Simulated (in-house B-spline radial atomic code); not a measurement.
Values are calculated unless marked as measured or tabulated.
# Correlation energy from the adiabatic connection: −Z/r, Z = 1, wall at 12 bohr

Two electrons in a singlet, external potential −Z/r, Z = 1, wall at 12 bohr (atomic units). Full CI in B-splines (partial waves to l = 8, correlation up to 0.6 % small) with the density held fixed gives W(λ) = <V_ee>_λ − U, and E_c is the integral of W(λ) − W(0) from 0 to 1.

| λ | W(λ) − W(0) (hartree) |
| --- | --- |
| 0 | 0.00000 |
| 0.02 | -0.00233 |
| 0.05 | -0.00572 |
| 0.12 | -0.01313 |
| 0.25 | -0.02523 |
| 0.4 | -0.03696 |
| 0.6 | -0.04973 |
| 0.8 | -0.06002 |
| 1 | -0.06849 |

Q: Integrate the table by the trapezoid rule.

A: The strips give -0.00002, -0.00012, -0.00066, -0.00249, -0.00466, -0.00867, -0.01098, -0.01285, which sum to -0.04046 hartree. The direct value, W(1) − W(0) + T_c with T_c = 0.02787, is -0.04062; the curve is convex, so chords lie above it and the trapezoids fall short in size by 0.40 %.

Q: Now use only three numbers: W(0) = -0.39112, the initial slope W'(0) = -0.1182 (extrapolated from the first points) and the strong-coupling limit of the point-charge-plus-continuum model, W∞ = -0.55915. What do second-order theory and the interpolation W(λ) = W∞ + (W(0) − W∞)/√(1 + 2χλ) of Seidl, Perdew and Levy give?

A: Second order keeps the slope alone: E_c = W'(0)/2 = -0.05910, +45 % in size against -0.04062. Matching the slope fixes χ = W'(0)/(W∞ − W(0)) = -0.1182/(-0.16803) = 0.70345. Integrating, with s = √(1 + 2χ) = 1.551416, E_c = −(W(0) − W∞)(s − 1)/(s + 1) = −0.16803 × 0.551416/2.551416 = -0.03631 hartree, -10.6 % in size against the full result. At λ = 1 the formula gives W − W(0) = -0.05972 against -0.06849. Part of the miss can come from the model's W∞.
